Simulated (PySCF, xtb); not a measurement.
C3H3ClF2, SMILES FC(F)C(Cl)=C.

GFN2-xTB (xtb) at its own geometry gives an orbital gap of 4.56 eV and a dipole moment of 1.89 D.

Coordinates come from a PBE0-D3(BJ)/def2-SVP optimisation. Other conformers were not sampled.

**Question.** What does HF/def2-TZVP run with PySCF give? (The exact figures need the calculation; the answer reports its results.)

**Answer.** gap 13.55 eV (levels -10.56 and 2.99 eV), dipole 1.87 D.
